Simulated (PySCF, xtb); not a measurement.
In(Cl) cation (ClIn), SMILES [Cl][In] (connectivity only; charge and spin as stated), charge +1, multiplicity 2.

Harmonic wavenumbers (cm⁻¹) from GFN2-xTB in xtb at its own minimum, in rising order: 129.

Problem. What does PySCF 2.14.0 with B3LYP-D3(BJ)/def2-TZVP give at its own minimum? (Estimate from the structure and the level; the computed values follow.)

Solution. 293. Paired by order, the mean absolute difference is 163 cm⁻¹ and the zero-point energies are 0.2 and 0.4 kcal/mol.
